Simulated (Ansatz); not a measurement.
Cartesian coordinates in Å:
```
C -1.3338 0.8161 -2.0636
O -0.2880 1.3415 -1.2644
Si 0.1925 0.7772 0.1655
F -1.0017 0.7918 1.2177
Cl 1.5856 2.0622 0.8949
S 0.9041 -1.1869 -0.0309
C 1.1468 -1.5909 1.7264
H -2.3034 0.9762 -1.5851
H -1.3162 1.3427 -3.0175
H -1.1966 -0.2535 -2.2448
H 0.2092 -1.5196 2.2744
H 1.8966 -0.9380 2.1709
H 1.5050 -2.6188 1.7565
```

The species carries charge 0 and has multiplicity 1.

Q: List the PBE/def2-TZVPP orbital energies in eV (Ansatz 0.2.0). (Estimate.)

A: Computed: Occupied: -2739.06, -2395.88, -1781.86, -660.08, -510.85, -270.52, -269.98, -249.65, -208.84, -190.33, -190.18, -190.17, -155.00, -154.89, -154.76, -139.32, -96.09, -96.06, -96.04, -29.85, -25.90, -20.76, -19.62, -17.47, -16.11, -13.54, -12.33, -11.66, -11.60, -11.14, -10.91, -10.67, -10.28, -10.12, -9.60, -8.45, -8.21, -7.96, -7.59, -7.32, -6.14. Lowest empty: -0.92, -0.17, 0.33, 0.83, 1.13, 1.36, 1.49, 2.06.
